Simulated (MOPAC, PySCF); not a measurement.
[Zn(NH2)2], neutral singlet in the gas phase. 

Cartesian coordinates (Å):
```xyz
7

Zn     0.1447     0.0923    -0.1778
N      0.9095    -1.5695    -0.2223
H      1.8175    -1.6064    -0.7037
H      0.3266    -2.2873    -0.6737
N     -0.7849     1.6484     0.0728
H     -0.6935     2.3260    -0.6954
H     -0.5238     2.1598     0.9267
```
Charge 0, multiplicity 1.

All levels are single points at this geometry (PBE-D3(BJ)/def2-SVP); Pople sets use spherical d functions. Orbital energies aren't observables, and empty levels follow the basis.

```tsv
level	HOMO (eV)	LUMO (eV)	gap (eV)	dipole (D)	vertical IE, Delta-SCF (eV)
PBE-D3(BJ)/def2-TZVP in PySCF	-5.53	-1.22	4.31	1.50	–
TPSSh-D3(BJ)/def2-TZVP in PySCF	-6.09	-0.74	5.35	1.58	–
B3LYP/LANL2DZ in PySCF	-6.15	-0.65	5.51	2.35	–
HF/3-21G in PySCF	-9.64	1.95	11.59	2.52	–
AM1 in MOPAC	-9.52	1.19	10.71	2.19	–
PM3 in MOPAC	-9.40	0.45	9.84	1.57	–
```
